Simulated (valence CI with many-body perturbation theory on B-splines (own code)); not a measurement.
# Forbidden lines of Tb XXXIV

Calculated by configuration interaction combined with many-body perturbation theory (CI+MBPT): four valence electrons over a frozen Dirac-Fock core [Ar] 3d10, radial functions for each j: 11 s, 11 p, 9 d, 7 f, 5 g, 2 h, 1 i, with the one-electron correlation potential Σ1 (screened to all orders), the two-electron term Σ2, the three-electron term Σ3, Breit, model QED; selected single and double excitations, second order for the rest (own B-spline code, finite nucleus).

The last digits are not significant, and no measured levels were compared; by estimate large intervals hold to a few tenths of a per cent, small ones and those within an open d or f shell to about a per cent.

Lines 1 to 11 of 11 in falling wavelength, among levels below 330.22 eV, chosen from the decays that carry over 1 % of a level's rate. Wavelengths and rates use the calculated energies. Electric multipoles are in the length gauge, E1 and E2 with the static RPA response of the core. S is in atomic units (e²a₀⁴ for E2 and M2, e²a₀⁶ for E3), for M1 in squared Bohr magnetons. Weak lines are less certain than strong ones. Lines between different terms over intervals too small for the method are left out, as are lines whose strength nearly cancels.

Levels are named by their leading jj configuration (3d3/2^4 stands for four electrons in 3d with j = 3/2), which in mixed levels can hold well under half, so a name can repeat and another be missing.

| λ vac (nm) | Upper | Lower | Type | A (s⁻¹) | S (a.u.) |
| --- | --- | --- | --- | --- | --- |
| 355.6 | (4s^2 4p1/2 4p3/2) J=2 | (4s^2 4p1/2 4p3/2) J=1 | M1 | 1.17e+02 | 9.74e-01 |
| 31.57 | (4s^2 4p3/2 4d5/2) J=4 | (4s^2 4p1/2 4d5/2) J=3 | M1 | 4.19e+05 | 4.40e+00 |
| 28.31 | (4s^2 4p1/2 4p3/2) J=1 | (4s^2 4p1/2^2) J=0 | M1 | 5.71e+05 | 1.44e+00 |
| 26.71 | (4s^2 4p3/2^2) J=2 | (4s^2 4p1/2 4p3/2) J=2 | M1 | 4.99e+05 | 1.76e+00 |
| 26.71 | (4s^2 4p3/2^2) J=2 | (4s^2 4p1/2 4p3/2) J=2 | E2 | 1.70e+04 | 1.03e-01 |
| 26.22 | (4s^2 4p1/2 4p3/2) J=2 | (4s^2 4p1/2^2) J=0 | E2 | 9.07e+03 | 5.02e-02 |
| 24.84 | (4s^2 4p3/2^2) J=2 | (4s^2 4p1/2 4p3/2) J=1 | M1 | 5.34e+05 | 1.52e+00 |
| 22.90 | (4s^2 4p3/2^2) J=0 | (4s^2 4p1/2 4p3/2) J=2 | E2 | 4.81e+04 | 2.70e-02 |
| 21.51 | (4s^2 4p3/2^2) J=0 | (4s^2 4p1/2 4p3/2) J=1 | M1 | 1.47e+06 | 5.42e-01 |
| 20.74 | (4s^2 4p3/2 4d5/2) J=4 | (4s 4p1/2 4p3/2^2) J=3 | M1 | 4.61e+04 | 1.37e-01 |
| 11.60 | (4s^2 4p3/2 4d5/2) J=4 | (4s 4p1/2^2 4p3/2) J=2 | E2 | 1.34e+04 | 2.27e-03 |
